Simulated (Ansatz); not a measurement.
Stepwise reaction of `[SiH3][Si]1([SiH3])BC1` with hydrogen, as a gas-phase model of exchange steps in deposition or etching. ΔE in kJ/mol.

Computed with Ansatz on PBE0-D4/def2-TZVP structures; ΔE is electronic, products minus reactants. CCSD(T)/CBS adds triple-zeta CCSD(T) − MP2 to the extrapolated MP2 energy (def2 sets, frozen cores). This one scheme is used for every species. Functionals use def2-TZVPP. B3LYP here is the variant with VWN-RPA as its local correlation; programs differ in this.

| step | reaction | PBE-D4 | B3LYP-D4 | ωB97M-V | CCSD(T)/CBS |
| --- | --- | --- | --- | --- | --- |
| 2 | `[SiH3][SiH]1BC1` + H₂ → `B1C[SiH2]1` + SiH₄ | 5.1 | -9.9 | -14.3 | -8.0 |

**Question.** Give the row of step 1, `[SiH3][Si]1([SiH3])BC1` + H₂ → `[SiH3][SiH]1BC1` + SiH₄. (Estimate.)

**Answer.** The calculation gave: 
```tsv
step	reaction	PBE-D4	B3LYP-D4	ωB97M-V	CCSD(T)/CBS
1	`[SiH3][Si]1([SiH3])BC1` + H₂ → `[SiH3][SiH]1BC1` + SiH₄	9.7	-5.1	-11.0	-3.8
```

**Question.** By hand: ΔE of the 2 steps together at CCSD(T)/CBS.

**Answer.** (-3.8) + (-8.0) = -11.8 kJ/mol, or -5.9 kJ/mol a step.

In ΔE the steps differ by no more than 4.2 kJ/mol. PBE-D4 differs from CCSD(T)/CBS by 13.1 to 13.5 kJ/mol a step. Isolated molecules leave out the surface, adducts and barriers. Largest T1 diagnostic: 0.015.
